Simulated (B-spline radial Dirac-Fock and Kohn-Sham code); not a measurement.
## Core and valence levels of Pt²⁺

System: the Pt²⁺ ion, [Xe] 4f14 5d8, inside a Watson sphere of charge -2 and radius 2 Å (a model of the Madelung potential; inside it an electron's potential energy is raised by 14.4 eV); nuclear rms radius 5.427 fm (A = 195).

These are calculated numbers from an atomic code on a B-spline grid; the model is Dirac-Fock energy differences between relaxed states, corrected for Breit and QED terms. Correlation and solid-state effects are left out. Energies are counted from the vacuum level. Subshells whose hole state is unreliable or did not converge are left out.

All terms are in eV, carry their sign (relaxation lowers the binding energy) and add up to the binding energy; ⟨r⟩ is the mean radius of the orbital in the initial state.

```
subshell  −ε (Koopmans)  relaxation    Breit      QED  binding energy  ⟨r⟩ (bohr)
       K        78915.8      -92.13  -273.00  -143.79         78406.9       0.017
      L1        14012.3      -55.48   -31.17   -21.58         13904.1       0.072
      L2        13402.0      -60.24   -51.61    -0.31         13289.9       0.059
      L3        11669.9      -56.62   -30.54    -2.28         11580.5       0.068
      M1         3363.0      -31.38    -5.71    -5.02          3320.9       0.186
      M2         3090.6      -32.54    -9.80    -0.21          3048.1       0.177
      M3         2704.5      -30.57    -5.34    -0.59          2668.0       0.192
      N1          763.8      -13.37    -1.16    -1.24           748.0       0.415
      N2          647.3      -13.27    -2.05    -0.03           631.9       0.418
      N3          554.2      -12.07    -0.95    -0.13           541.1       0.451
      N6         100.00      -10.90     0.13     0.06           89.29       0.509
      N7          96.36      -10.69     0.26     0.05           85.97       0.516
      O1          126.7       -3.46    -0.17    -0.23           122.8       0.967
      O2          87.32       -3.01    -0.29     0.00           84.02       1.046
      O3          71.68       -2.49    -0.10    -0.02           69.07       1.137
    O4,5          17.42       -1.33     0.00     0.01               ?       1.566
```

**Question.** Which binding energy belongs in the row of O4,5?

**Answer.** 16.09 eV, the sum of the terms in that row (to rounding).

For the deepest level, K (1s), the Breit terms make up -0.348 % of the binding energy, QED -0.183 % and orbital relaxation -0.118 %.

Spin-orbit splittings: 2p 1709.4 eV, 3p 380.0 eV, 4p 90.86 eV, 4f 3.31 eV, 5p 14.95 eV.
